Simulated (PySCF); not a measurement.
Species: CH9NSi2Te.
Structure used (PBE0-D3(BJ)/def2-SVP), in Å, numbered top down from 1:
```
atom  x, y, z in Å
C1    -2.3344   -0.2471   -0.0525
Si2   -0.6567    0.1963    0.6740
Te3   -0.1311    2.6546    0.3983
Si4    1.1369   -0.9235   -0.3297
N5     2.5682   -0.2203    0.3460
H6    -2.5550   -1.3110    0.1315
H7    -3.1313    0.3612    0.4003
H8    -2.3411   -0.0763   -1.1396
H9    -0.6569    0.0275    2.1610
H10   -0.0436    2.4762   -1.2572
H11    1.1328   -2.3935   -0.0445
H12    0.9444   -0.7850   -1.8191
H13    2.5742    0.7899    0.4598
H14    3.4828   -0.5601    0.0690
```

Computed with PySCF 2.14.0, PBE0-D3(BJ)/def2-SVP geometry optimisation, gas phase, def2 core potentials past Kr.

(1) Which atoms are bound to Te3, and at what distances?

(2) What is the shape at Te3?

(3) What are the other bond lengths?

(4) Give some angles away from the centre.

(5) What are the rotational constants (commonest isotopes, rigid rotor)?

Answers

(1) 2 atoms: H10 1.667 Å, Si2 2.529 Å. The nearest atom not counted as bound is H9, at 3.21 Å.

(2) Bent: angle 90.9°.

(3) C1–Si2 1.881 Å; Si2–Si4 2.341 Å; Si4–N5 1.732 Å; C1–H6, C1–H7, C1–H8 1.101 Å; Si2–H9 1.497 Å; Si4–H11 1.497 Å; Si4–H12 1.508 Å; N5–H13, N5–H14 1.015 Å.

(4) C1–Si2–Te3 111.9°, C1–Si2–Si4 113.9°, Te3–Si2–Si4 105.0°, Si2–Si4–N5 105.8°.

(5) A = 2028, B = 903.3, C = 664.4 MHz: an asymmetric top.

Point group: C1 (no symmetry element, even within 0.4 Å). Charge 0, singlet. Whether it is a minimum is left open (no frequencies).

One conformer stands for the species.
